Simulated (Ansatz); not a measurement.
`CC#[N+][B-](Cl)(Cl)Cl`, relaxed with RKS PBE-D4/def2-SVP in the Gaussian-basis code of Ansatz from a rough embedded geometry. The force threshold is 0.03 eV/Å; the program also tests the step.

Charge 0, multiplicity 1.

Start:

```xyz
10

C     0.439   -1.103    1.819
C     0.133   -0.352    0.536
N    -0.084    0.239   -0.461
B    -0.385    1.067   -1.613
Cl   -1.293    2.569   -1.244
Cl   -1.404   -0.014   -2.824
Cl    1.216    1.483   -2.470
H     1.069   -0.480    2.437
H    -0.578   -1.330    2.311
H     0.886   -2.080    1.509
```

```
step  energy (eV)  largest force (eV/Å)  largest move (Å)
   1  -41824.3603                 2.637             0.000
   2  -41824.6936                 1.258             0.149
   3  -41824.8091                 0.618             0.068
   4  -41824.8103                 0.758             0.054
   5  -41824.8157                 0.022             0.018
```

End:

```xyz
10

C     0.397   -1.090    1.759
C     0.126   -0.354    0.544
N    -0.093    0.243   -0.429
B    -0.392    1.074   -1.737
Cl   -1.317    2.550   -1.144
Cl   -1.390   -0.048   -2.795
Cl    1.264    1.469   -2.430
H     1.078   -0.504    2.410
H    -0.549   -1.280    2.306
H     0.876   -2.060    1.517
```

Hardware: 4 threads of an Arm Neoverse V1 on a shared host. Wall time 10 s, peak host memory 0.18 GiB.
